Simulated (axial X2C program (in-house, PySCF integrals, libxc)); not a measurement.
# Low determinants of CaGe at the PBE0 level, two-component

All values were computed with an in-house relativistic program for diatomic molecules. Two-component (2c) means X2C with spin–orbit coupling and atomic mean-field two-electron Coulomb and Gaunt terms. Basis: Ge dyall-cv3z [9s9p7d4f1g], Ca dyall-cv3z [11s12p6d4f] (cores contracted in-house); Gaussian nuclei, density fitting, unrestricted open shells. Masses: Ge 73.921 u, Ca 39.963 u.

Search at 2.815 Å (vertical energies from the lowest determinant):

```json
{"ΔE (eV)": "0.00", "state": "Ω = 1", "electrons beyond evenly filled partner blocks": "ω = -1/2, ω = 3/2", "electrons in ±ω = 1/2, 3/2, 5/2, 7/2": "37 13 2 0"}
{"ΔE (eV)": "0.44", "state": "Ω = 2", "electrons beyond evenly filled partner blocks": "ω = 1/2, ω = 3/2", "electrons in ±ω = 1/2, 3/2, 5/2, 7/2": "37 13 2 0"}
{"ΔE (eV)": "0.76", "state": "Ω = 0", "electrons beyond evenly filled partner blocks": "none", "electrons in ±ω = 1/2, 3/2, 5/2, 7/2": "38 12 2 0"}
{"ΔE (eV)": "0.93", "state": "Ω = 0", "electrons beyond evenly filled partner blocks": "none", "electrons in ±ω = 1/2, 3/2, 5/2, 7/2": "36 14 2 0"}
{"ΔE (eV)": "1.05", "state": "Ω = 1", "electrons beyond evenly filled partner blocks": "2 × ω = 1/2", "electrons in ±ω = 1/2, 3/2, 5/2, 7/2": "38 12 2 0"}
{"ΔE (eV)": "1.06", "state": "Ω = 0", "electrons beyond evenly filled partner blocks": "3 × ω = 1/2, ω = -3/2", "electrons in ±ω = 1/2, 3/2, 5/2, 7/2": "37 13 2 0"}
{"ΔE (eV)": "1.44", "state": "Ω = 3", "electrons beyond evenly filled partner blocks": "3 × ω = 1/2, ω = 3/2", "electrons in ±ω = 1/2, 3/2, 5/2, 7/2": "37 13 2 0"}
```

Lowest determinant, Ω = 1 (⟨Sz⟩ = 1.00, ⟨Lz⟩ = 0.00 at PBE0): Re = 2.813 Å, ωe = 214.6 cm⁻¹.

The determinant in row 2 of the search, Ω = 2 (⟨Sz⟩ = 2.00, ⟨Lz⟩ = 0.00 at PBE0), was followed along the bond at PBE0; measured from the minimum of the lowest determinant it gives:

Te = 0.436 eV (3518 cm⁻¹), Re = 2.803 Å, ωe = 214.7 cm⁻¹.

Q: Compare the bond of the determinant in row 2 with that of the lowest one.

A: At PBE0 its Re is 0.010 Å shorter and its force constant, which goes as ωe², is 1.00 times that of the lowest determinant. T0 ≈ Te + Δωe/2 = 3518 + (0) = 3518 cm⁻¹.

The search compares states at one distance, so a state with another bond length can lie lower; it is not exhaustive and yields mostly the lowest determinant of each block pattern, so other components and higher states of one pattern are missing. These are energies of single determinants, not of spin-adapted states; PBE0 term energies can be off by some tenths of an eV, and the functional has no current term. Open-shell Ω = 0 determinants with evenly filled partner blocks cannot be reached by this program, so the Ω shown need not be the lowest component. The lowest determinant need not be the ground state where others lie within half an eV.
